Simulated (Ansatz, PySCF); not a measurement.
System: sum formula SiH2Br (charge 0, doublet). It need not be the lowest isomer of its formula. 
Geometry from a B3LYP-D3(BJ)/def2-TZVP (Ansatz, an electronic-structure program) optimisation:
SMILES: [SiH2]Br
```xyz
4

Si    -1.5150     0.0418     0.0402
Br     0.7195     0.0207    -0.0219
H     -2.0212    -0.7374    -1.1175
H     -1.9520    -0.5712     1.3197
```
Charge 0, spin multiplicity 2.

Dipole moments at this geometry, in debye (magnitudes).

| level | program | dipole (D) |
|---|---|---|
| SVWN5/def2-TZVPD | Ansatz | 1.06 |
| BLYP/def2-TZVPD | Ansatz | 1.03 |
| revPBE/def2-TZVPD | Ansatz | 1.02 |
| B97M-V/def2-TZVPD | Ansatz | 1.03 |
| BHLYP/def2-TZVPD | Ansatz | 1.35 |
| r2SCANh/def2-TZVPD | Ansatz | 1.19 |
| M06-2X/def2-TZVPD | PySCF | 1.42 |
| HSE06/def2-TZVPD | Ansatz | 1.19 |
| CCSD(T)/def2-SVPD | Ansatz | 1.23 |
